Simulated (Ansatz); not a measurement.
Reaction (ligand exchange at a Ge–C bond): `C[CH2][GeH]([OH])[OH]` + CH₃OH → `C[O][GeH]([OH])[OH]` + `CC`

Program: Ansatz. Geometries: PBE0-D4/def2-TZVP. ΔE: electronic, gas phase. CCSD(T)/CBS adds triple-zeta CCSD(T) − MP2 to the extrapolated MP2 energy (def2 sets, frozen cores). This one scheme is used for every species. DFT in def2-TZVPP. B3LYP here is the variant with VWN-RPA as its local correlation; programs differ in this. For Ge outer-core shells are correlated without core-valence functions, which leaves a few kJ/mol of doubt a bond. Scalar relativity is left out up to krypton. One conformer a species, not always the lowest.

Is it downhill or uphill in electronic energy at CCSD(T)/CBS, and by how much? (An estimate is asked.)

Computed: Downhill: ΔE = -57.3 kJ/mol.

What do these levels give: PBE-D4, B3LYP-D4, ωB97X-V, ωB97M-V, B2PLYP, PBE, PBE0, CCSD/def2-TZVPP, CCSD(T)/def2-TZVPP, SCS-MP2/def2-QZVPP, HF/CBS(def2), MP2/CBS(def2)? (Estimate.)

Computed: PBE-D4 -54.7, B3LYP-D4 -62.8, ωB97X-V -63.0, ωB97M-V -60.5, B2PLYP -66.0, PBE -56.0, PBE0 -57.0, CCSD/def2-TZVPP -62.6, CCSD(T)/def2-TZVPP -62.0, SCS-MP2/def2-QZVPP -63.3, HF/CBS(def2) -78.1, MP2/CBS(def2) -57.1 kJ/mol.

Largest T1 diagnostic among the species: 0.012.

In def2-TZVPP, CCSD(T) changes the Hartree–Fock value by +15.1 kJ/mol (the triples alone add +0.6 kJ/mol) and MP2 by +15.3 kJ/mol.
